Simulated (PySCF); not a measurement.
## Working out the excitation energy of Pt

Pt [Xe] 4f14 5d9 6s1 (3D) → Pt [Xe] 4f14 5d10 (1S). All numbers are calculated (PySCF 2.14, scalar relativity through the core potential, in aug-cc-pVDZ-PP with ECP60MDF (5s5p4d2f, 54 functions)). Frozen: 5s2 5p6. Energies in hartree (1 hartree = 27.21139 eV):

```json
{"part": "UHF", "Pt (lower)": "-118.512714", "Pt (upper)": "-118.475684"}
{"part": "CCSD correlation", "Pt (lower)": "-0.255567", "Pt (upper)": "-0.272960"}
{"part": "(T)", "Pt (lower)": "-0.007866", "Pt (upper)": "-0.011126"}
```

What does Hartree-Fock give?

(-118.475684) − (-118.512714) = 0.037030 hartree = 1.008 eV.

What do CCSD and CCSD(T) give?

The CCSD correlation energies differ by -0.017393 hartree = -0.473 eV and the triples by -0.003260 hartree = -0.089 eV, so CCSD gives 0.535 eV and CCSD(T) 0.446 eV.

Measured between the centres of the two terms (NIST): 0.239 eV, so CCSD(T) (valence) is off by 0.207 eV.

A double-zeta basis recovers only part of the correlation energy.

What remains against the reference includes basis incompleteness, the frozen core and higher excitations.
